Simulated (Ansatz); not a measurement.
```yaml
crystal:
  periodic: [false, false, false]
  atoms:
    - {symbol: C, position_ang: [-1.572621, 1.201129, 0.104391]}
    - {symbol: Ti, position_ang: [0.262765, 0.504442, -0.274593]}
    - {symbol: C, position_ang: [1.268221, 0.289926, 1.390063]}
    - {symbol: C, position_ang: [0.013321, -1.517010, -1.031705]}
    - {symbol: F, position_ang: [1.343249, 1.289906, -1.404186]}
    - {symbol: H, position_ang: [-2.250978, 0.210943, 0.431571]}
    - {symbol: H, position_ang: [-1.455374, 1.865352, 0.594003]}
    - {symbol: H, position_ang: [-1.903972, 1.301155, -1.071924]}
    - {symbol: H, position_ang: [1.547133, 1.124869, 1.839505]}
    - {symbol: H, position_ang: [0.548418, -0.428638, 2.247601]}
    - {symbol: H, position_ang: [2.048113, -0.483311, 1.398005]}
    - {symbol: H, position_ang: [-0.259681, -2.039033, -0.392720]}
    - {symbol: H, position_ang: [1.224103, -1.946619, -1.477957]}
    - {symbol: H, position_ang: [-0.671066, -1.315525, -1.852413]}
basis:
  gaussian: {orbitals: aug-cc-pVDZ}
total_charge: 1
magnetization: {spin_polarized: true, initial_magnetization: 1}
hamiltonian: {xc: {name: HF}}
relax: {f_tol: 0.0001, max_steps: 3}
```

```sh
$ ansatz run in.yaml --threads 8 --pin off --events-out ev --progress --plain --max-ram 18278MiB
```

Output, abridged:

```
Functional definition: HF
2420 factors; integrals over basis functions are off by at most 3.0e-4 eV
mean field evaluation 1: about -29000.4537 eV, gradient 5.2e1 eV
mean field evaluation 2: about -29000.4539 eV, gradient 5.2e1 eV
mean field evaluation 4: about -29012.3850 eV, gradient 7.8e0 eV
mean field evaluation 8: about -29013.2675 eV, gradient 1.2e0 eV
mean field evaluation 16: about -29013.4701 eV, gradient 1.6e-1 eV
mean field evaluation 32: about -29013.0464 eV, gradient 1.1e0 eV
mean field evaluation 96: about -29013.4412 eV, gradient 2.8e-1 eV
mean field evaluation 128: about -29010.6889 eV, gradient 4.1e0 eV
mean field evaluation 160: about -29012.7710 eV, gradient 8.6e-1 eV
mean field evaluation 192: about -29011.5829 eV, gradient 2.8e0 eV
mean field evaluation 256: about -29011.5482 eV, gradient 3.6e0 eV
mean field evaluation 288: about -29013.2899 eV, gradient 2.3e0 eV
mean field -29013.50437250 eV, -1066.2266196297 hartree, gradient 1.6e-5 eV, S^2 0.950950; 3 other end points of the search recorded, 0 dependent functions left out
reference -29013.50437250 eV, -1066.2266196297 hartree; 29, 28 occupied and 203, 204 virtual orbitals, 2420 factors
relax step   1: F+E_penalty+E_count = -29013.50437250 eV  Δ(F+E_penalty+E_count) = +0.000e0 eV  max|allowed force component| = 1.932e1 eV/Å  Δτ_max = 0.0000 Å  (528 SCF iters, accepted)
2420 factors; integrals over basis functions are off by at most 4.7e-4 eV
mean field -29019.75084471 eV, -1066.4561732496 hartree, gradient 2.6e-5 eV, S^2 1.053272; 0 other end points of the search recorded, 0 dependent functions left out
reference -29019.75084471 eV, -1066.4561732496 hartree; 29, 28 occupied and 203, 204 virtual orbitals, 2420 factors
relax step   2: F+E_penalty+E_count = -29019.75084471 eV  Δ(F+E_penalty+E_count) = -6.246e0 eV  max|allowed force component| = 2.258e0 eV/Å  Δτ_max = 0.1988 Å  (71 SCF iters, accepted)
2420 factors; integrals over basis functions are off by at most 4.9e-4 eV
mean field evaluation 320: about -29020.1645 eV, gradient 5.2e-1 eV
mean field -29020.17692502 eV, -1066.4718314120 hartree, gradient 2.1e-5 eV, S^2 1.227493; 0 other end points of the search recorded, 0 dependent functions left out
reference -29020.17692502 eV, -1066.4718314120 hartree; 29, 28 occupied and 203, 204 virtual orbitals, 2420 factors
relax step   3: F+E_penalty+E_count = -29020.17692502 eV  Δ(F+E_penalty+E_count) = -4.261e-1 eV  max|allowed force component| = 1.305e0 eV/Å  Δτ_max = 0.1942 Å  (73 SCF iters, accepted)
Error: geometry relaxation did not converge after 3 steps: max|allowed force component| = 1.30e0 eV/Å (threshold 1.0e-4). Raise `relax.max_steps` over both its present limit and 3, loosen `relax.f_tol`, or start from a geometry closer to equilibrium. Where this run's directory can be resumed (`checkpoint.write`), a resume goes on for up to `relax.max_steps` more
```

In this input the relaxation is allowed too few steps for its threshold. The calculation stopped without meeting its thresholds.
